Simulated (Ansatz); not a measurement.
C$_{2}$H$_{6}$BFOS, relaxed with RKS PBE-D4/def2-SVP in Ansatz from a rough embedded geometry. The force threshold is 0.03 eV/Å; the program also tests the step.

Charge 0, multiplicity 1. The bonds changed during the relaxation, so this is another structure than the one it started from.

Start:

```xyz
12

B    -1.225    1.294   -1.388
C    -0.605    0.358   -0.241
O    -1.253   -0.879   -0.304
F    -0.724    0.924    0.996
S     1.192    0.217   -0.597
C     1.616   -0.802    0.889
H    -0.581    1.780   -2.199
H    -2.370    1.545   -1.275
H    -1.189   -1.347    0.601
H     1.286   -0.314    1.802
H     1.126   -1.821    0.807
H     2.729   -0.955    0.910
```

(1) By how much does the energy fall, and how many steps does the optimiser take? (An estimate is asked.)

(2) Which bonds change most? (Best estimate.)

(3) Give the relaxed structure. (Best estimate.)

Results:

(1) Computed: 37.07 kcal/mol, in 36 steps, 4 of them rejected.

(2) Ansatz gave: B1–F4 from 2.464 to 1.388 Å; B1–H8 from 1.178 to 1.279 Å; C2–S5 from 1.837 to 1.737 Å; B1–H7 from 1.144 to 1.241 Å.

(3) Ansatz gave: 
```xyz
12

B    -1.277    1.479   -0.975
C    -0.513    0.505    0.001
O    -1.148   -0.236    0.887
F    -2.516    1.939   -0.550
S     1.200    0.336   -0.238
C     1.573   -1.250    0.591
H    -0.496    2.312   -1.461
H    -1.339    0.532   -1.833
H    -0.559   -0.898    1.314
H     1.381   -1.210    1.685
H     1.034   -2.097    0.120
H     2.659   -1.412    0.458
```
